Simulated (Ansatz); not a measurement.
Species: C4H6BN, SMILES `BC/C=C\C#N` (charge 0, multiplicity 1).

Question: Give a relaxed geometry from CAM-B3LYP-D3(BJ)/def2-TZVP in Ansatz (a program for electronic structure).

Answer: One answer among several that fit: the end point of this relaxation, one of several conformers (outside a Z-matrix the atoms follow the SMILES, hydrogens last).
Bonded distances (Å): B1–C2 1.556, B1–H7 1.190, B1–H8 1.191, C2–C3 1.484, C2–H9 1.106, C2–H10 1.091, C3–C4 1.330, C3–H11 1.084, C4–C5 1.426, C4–H12 1.081, C5–N6 1.147. Angles (°): C2–B1–H7 119.4, C2–B1–H8 121.0, H7–B1–H8 119.5, B1–C2–C3 116.3, B1–C2–H9 100.2, B1–C2–H10 112.6, C3–C2–H9 109.0, C3–C2–H10 112.3, H9–C2–H10 105.0, C2–C3–C4 126.1, C2–C3–H11 116.6, C4–C3–H11 117.3, C3–C4–C5 122.6, C3–C4–H12 121.2, C5–C4–H12 116.2, C4–C5–N6 179.8.
